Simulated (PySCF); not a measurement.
F₅Nb, multiplicity 1. Atoms are numbered in the order given.

```xyz
6

Nb     0.0000     0.0000     0.0000
F      1.8423     0.0000     0.0000
F     -0.9212     1.5955     0.0000
F     -0.9212    -1.5955     0.0000
F      0.0000     0.0000     1.8731
F      0.0000     0.0000    -1.8731
```

The structure is a stationary point at B3LYP-D3(BJ)/def2-SVP. The multiplicity is an assumed one; other spin states were not compared. The isomer is the one that the SMILES or the coordinates give; other isomers of the formula were not compared. The def2 effective core potentials stand for the cores of Nb; spin–orbit coupling is left out.

Method: HF/def2-TZVP in PySCF.

ESP charges are fitted to the potential on shells at 1.4 to 2.0 van der Waals radii. Atomic charges (e):

```csv
atom,Mulliken,Löwdin,ESP fit
Nb1,2.62,?,2.12
F2,-0.51,?,-0.39
F3,-0.51,?,-0.39
F4,-0.51,?,-0.39
F5,-0.55,?,-0.47
F6,-0.55,?,-0.47
```

**Question.** Some entries are withheld; supply them. (The exact figures need the calculation; the answer reports its results.)

**Answer.** 
- Nb1, Löwdin: 1.54
- F2, Löwdin: -0.29
- F3, Löwdin: -0.29
- F4, Löwdin: -0.29
- F5, Löwdin: -0.34
- F6, Löwdin: -0.34
